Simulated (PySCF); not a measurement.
A compound of formula [C21H14B]- has these computed shifts in ppm, with the number of atoms in brackets (GIAO KT3/pcSseg-1, gas phase, PySCF SCF with an in-house response code, fitting set def2-universal-JFIT, grid level 2, non-relativistic, on the GFN2-xTB geometry; 11B against isolated BF3·OEt2; 13C, 1H against isolated TMS).

1H: 9.27 (1), 9.14 (1), 9.13 (1), 8.76 (1), 8.67 (1), 8.38 (1), 8.01 (1), 7.65 (1), 7.47 (1), 7.45 (1), 7.39 (1), 7.23 (1), 6.99 (1), 6.90 (1)
13C: 134.2 (1), 127.5 (1), 126.2 (1), 125.4 (1), 125.0 (1), 123.6 (1), 122.8 (1), 122.0 (1), 120.3 (1), 118.3 (1), 117.5 (1), 116.8 (1), 116.8 (1), 116.1 (1), 115.7 (1), 115.3 (1), 114.7 (1), 114.7 (1), 113.2 (1), 112.0 (1), 106.1 (1)
11B: 16.6 (1)

Question: Which structure gave them?

Answer: c1ccc2[b-](c1)ccc1c2ccc2c3ccccc3ccc21. Other isomers were not compared.
